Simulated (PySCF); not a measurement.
A structure optimised at PBE-D3(BJ)/def2-TZVP, used in a PySCF frequency run:

```xyz
4

In     0.0000     0.0000    -0.2850
H      0.0000     0.0000    -1.9784
F      0.0000    -1.5714     0.8858
F      0.0000     1.5714     0.8858
```

**Question.** Write its SMILES, formula and point group.

**Answer.** [F][InH][F], F2HIn, C2v

**Question.** What are its rotational constants (standard atomic weights)?

**Answer.** 11.732, 5.3864, 3.6916 GHz
